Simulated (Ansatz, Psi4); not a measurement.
## Heat of formation of InH2OF (SMILES [OH][InH][F]) from total energies

InH2OF: 5 atoms, total charge 0, spin state singlet. As SMILES, `[OH][InH][F]`. The coordinates come from a PBE0-D4/def2-TZVP relaxation. This is a higher conformer, about 10 kJ/mol above the lowest found by a separate search.

Total energies at HF/def2-SVP (core potential) (Psi4 1.11); the atoms run unrestricted:

```tsv
species	state	energy (Eh)
InH2OF	singlet	-364.548344
O	triplet	-74.720101
In	doublet	-189.206336
F	doublet	-99.284051
H	doublet	-0.499278
```

Harmonic wavenumbers at PBE0-D4/def2-TZVP, in cm⁻¹: 151, 308, 403, 412, 600, 623, 806, 1903, 3893.

Measured heats of formation of the gaseous atoms at 298.15 K, in kJ/mol: O 249.2, In 243.3, F 79.4, H 218.0. Spin-orbit lowering of the atoms at 298 K (mean of the ground term's levels less their thermal mean, from spectra), in kJ/mol: O 0.40, In 17.64, F 1.29. Take 1 Eh = 2625.50 kJ/mol, 1 cm⁻¹ = 0.0119627 kJ/mol, RT = 2.479 kJ/mol.

**Question.** Work out the heat of formation of the gas at 298 K.

**Answer.** 
1. Electronic atomisation energy: (-74.720101) + (-189.206336) + (-99.284051) + 2 × (-0.499278) − (-364.548344) = 0.339300 Eh = 890.8 kJ/mol.
2. Zero-point energy: half the sum of the wavenumbers, 4549.5 cm⁻¹ = 54.4 kJ/mol.
3. Thermal vibrational enthalpy, Σ hcν̃/(exp(hcν̃/kT) − 1): 5.4 kJ/mol. Translation, rotation and pV of a non-linear molecule: 4 RT = 9.9 kJ/mol.
4. The 5 free atoms carry 5/2 RT each: 31.0 kJ/mol.
5. Spin-orbit coupling lowers the free atoms by 0.40 + 17.64 + 1.29 = 19.3 kJ/mol.
6. Atomisation enthalpy at 298 K: 890.8 − 19.3 − 54.4 − 5.4 − 9.9 + 31.0 = 832.8 kJ/mol.
7. Sum of the atoms' heats of formation: 1007.9 kJ/mol. Heat of formation: 1007.9 − 832.8 = +175.1 kJ/mol.

No measured value is set beside it here. Hartree–Fock leaves out correlation, which is larger in the molecule than in the atoms, so it underbinds and puts the heat of formation too high. Anharmonicity and any spin-orbit splitting of the molecule are left out.
